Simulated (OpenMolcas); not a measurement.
# Pr2+: CASPT2 settings compared

| Property | Result |
| --- | --- |
| Program | OpenMolcas 26.06 |
| Basis | ANO-R2 [8s6p3d3f1g] |
| Scalar Hamiltonian | X2C, finite nucleus |
| Active space | 3 electrons in 7 orbitals (4f) |
| State averaging | 2S+1 = 4 odd, 35 roots (30 in the spin-orbit step); 2S+1 = 2 odd, 84 roots kept (CI in the orbitals of an earlier block, 56 in the spin-orbit step) |
| Spin-orbit coupling | state interaction with AMFI integrals over the reference wave functions, term energies averaged over their components |

Methods on the same reference wave functions:
A. CASSCF
B. SS-CASPT2, IPEA 0.5 Eh, imaginary shift 0.5 Eh (closed shells correlated: none)
C. SS-CASPT2, IPEA 0.1 Eh, real shift 0.4 Eh (closed shells correlated: 5s 5p)

Energies in cm⁻¹ above 4f³ ⁴I°_9/2, the measured ground level; measured values from Martin, Zalubas and Hagan, Atomic Energy Levels: The Rare-Earth Elements, NSRDS-NBS 60 (1978); the list in Maison, Palmeri and Quinet, J. Phys. B 58, 015001 (2025).

```
             Level      A      B      C  Measured
       4f³ ⁴I°_9/2    0.0    0.0    0.0       0.0
      4f³ ⁴I°_11/2   1472   1484   1536      1398
      4f³ ⁴I°_13/2   3082   3100   3170      2893
      4f³ ⁴I°_15/2   4795   4810   4880      4454
       4f³ ²H°_9/2  13346  12420   9620     10033
       4f³ ⁴F°_3/2  13521  12660   9900      9371
       4f³ ⁴F°_5/2  14305  13460  10740     10138
       4f³ ⁴S°_3/2  14994  14130  11190     10950
       4f³ ⁴F°_7/2  15080  14230  11470     10859
      4f³ ²H°_11/2  15833  14930  12150     12495
       4f³ ⁴F°_9/2  15888  15030  12280     11762
       4f³ ²G°_7/2  18472  17350  14090          
      4f³ ²K°_13/2  20313  19400  18320     16089
4f³ ²G°_9/2 [67 %]  20602  19510  16340          
       4f³ ⁴G°_5/2  20668  19560  16360     14187
       4f³ ⁴G°_7/2  21692  20580  17370     15443
      4f³ ²K°_15/2  22187  21280  20220     17642
       4f³ ⁴G°_9/2  22841  21730  18520     15705
      4f³ ⁴G°_11/2  24033  22930  19740     17410
```

Deviations, from unrounded energies. A percentage is the sum of absolute deviations over the sum of measured energies, with the sign that they share, or ± where signs differ.

| Against measurement | Levels | A | B | C |
| --- | --- | --- | --- | --- |
| mean absolute deviation (cm-1) | 16 | 4000 | 3200 | 1100 |
| fine structure of the ground term (%) | 3 | +6.9 | +7.4 | +9.6 |
| other terms of the ground configuration (%) | 13 | +36.4 | +29.2 | ±10.1 |

C lies closest to measurement on these levels and A furthest from it. The largest miss of C in the table is 4f³ ⁴G°_9/2, by +2800 cm-1. The ranking rests on the paired levels alone, and a cruder setting can come out closer through cancelling errors.

Between B and C the level of the table that moves most is 4f³ ²G°_7/2, by 3300 cm-1 (lowest in C, highest in B). Moves below CASPT2's spread within the term are not significant.

From A to B the spin-free energies of the other terms of 4f³ shown, above ⁴I°, scale by factors of 0.92 to 0.95, as is usual when dynamic correlation screens the repulsion within a d or f shell.

The lowest spin-free term lies below A's lowest term by 0.019 hartree in B, 0.253 hartree in C.

CASPT2 breaks the degeneracy within a term, and the mean is taken; among the terms shown or strongly mixed into the levels shown the widest spread is 1200 cm-1 (4f³ ⁴G°, C). High states are left out of the spin-orbit mixing, which shifts the levels that they would mix with. Some levels mix across a computed gap that differs much from the measured one, so their mixing is not that of the real levels. Terms from blocks run as CI alone lack orbitals of their own. Without dynamic correlation excited terms often stand tens of per cent too high (terms of higher spin than the ground term too low), and those without a measured partner can miss by more than the paired ones (holds for A). Some terms miss by over 15 % even with CASPT2, which points to a basis or an active space too small for the shells correlated (holds for B; C). The CASPT2 spread within a term exceeds the gap to the next term for 4f³ ⁴S° and 4f³ ⁴F°, 4f³ ⁴G° and 4f³ ²K°, so the order of their levels is uncertain, and so are names and mixing where such terms share a J (holds for C). Measured partners are found by configuration, term and J. A level has none where our copy of the source lacks it or the pairing is in doubt (some pairs that miss far off the trend of their configuration count as doubtful), and it then counts in no deviation. Levels of configurations outside the active space are missing. Levels that lie high or do not pair safely by name in every column are left out.

A share in square brackets marks a mixed level and gives the weight of the term that names it, the lowest over the columns. ° marks odd parity.
